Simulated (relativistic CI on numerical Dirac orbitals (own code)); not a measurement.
Radial Dirac CI calculation of Ho LXIII.

Command:

```sh
python run_levels.py task.json out
```

Input:

```
atom Ho  Z=67  charge=62  electrons=5
nucleus A=165  rms_radius_fm=5.2022
hamiltonian dirac-coulomb  breit=on  qed=off  c_scale=1
orbitals kli  potential=per-configuration
slater_scale 1
correlation none
mixing on
grid step=0.006 r_max=1.1
scf mixing=0.4 start=green max_iterations=150 tolerance=2e-08 node_fill=0.05
configurations
  [He] 2s2 2p
  [He] 2s 2p2
  [He] 2p3
end
```

Output:

```
SCF 1: [He] 2s2 2p
 iter      energy (Ha)   residual   last orbital (Ha)
    1     -6422.800767   1.96e+00   -561.81780
    2     -6424.221597   1.17e+00   -543.61451
    3     -6425.021768   8.43e-03   -517.13336
    4     -6425.021658   1.49e-03   -517.13753
    5     -6425.021615   2.21e-05   -517.11437
    6     -6425.021615   3.78e-06   -517.11445
    7     -6425.021615   3.50e-08   -517.11445
    8     -6425.021615   2.57e-09   -517.11445
SCF 2: [He] 2s 2p2
 iter      energy (Ha)   residual   last orbital (Ha)
    1     -6391.402888   2.03e+00   -561.81780
    2     -6393.003059   1.22e+00   -542.95843
    3     -6393.900458   1.14e-02   -515.54196
    4     -6393.900381   5.61e-04   -515.59379
    5     -6393.900378   1.81e-05   -515.58077
    6     -6393.900378   1.75e-06   -515.58050
    7     -6393.900378   8.92e-09   -515.58050
SCF 3: [He] 2p3
 iter      energy (Ha)   residual   last orbital (Ha)
    1     -6357.945898   2.10e+00   -561.81780
    2     -6359.777168   1.26e+00   -542.30526
    3     -6360.794636   1.21e-02   -514.02733
    4     -6360.794767   8.66e-04   -514.07583
    5     -6360.794769   7.85e-06   -514.05635
    6     -6360.794769   6.86e-07   -514.05652
    7     -6360.794769   7.50e-09   -514.05651
orbital energies (Ha): 1s -2296.0208  2s -560.4907  2p1/2 -552.5196  2p3/2 -517.1144
configuration averages (Ha): Dirac-Coulomb, Breit, QED
  2s2 2p                       -6425.021615    5.764360    0.000000
  2s 2p2                       -6393.900378    5.838524    0.000000
  2p3                          -6360.794769    5.994168    0.000000
levels: no., configuration, term, J, E (cm-1), weight
   1 2s2 2p                 2P*  1/2              0.0  1.00
   2 2s 2p2                 4P   1/2        1959367.4  0.51
   3 2s2 2p                 2P*  3/2        7519385.4  0.99
   4 2s 2p2                 4P   3/2        8915025.7  0.90
   5 2s 2p2                 2D   5/2        9228685.1  0.62
   6 2s 2p2                 2P   1/2        9748101.3  0.69
   7 2s 2p2                 2D   3/2        9764671.3  0.62
   8 2p3                    2P*  3/2       11804449.7  0.47
   9 2s 2p2                 4P   5/2       16580579.0  0.62
  10 2s 2p2                 2S   1/2       17363636.4  0.69
  11 2s 2p2                 2P   3/2       17375411.9  0.60
  12 2p3                    4S*  3/2       18971899.9  0.55
  13 2p3                    2D*  5/2       19157123.8  1.00
  14 2p3                    2P*  1/2       19565934.5  1.00
lowest total energy -6442.315569 Ha
end: converged
```

Against the reference input this run has: QED terms off, grid step 0.006, end of the grid at 1.1 bohr. The reference run ends at -6434.737617 Ha with Breit and QED terms.
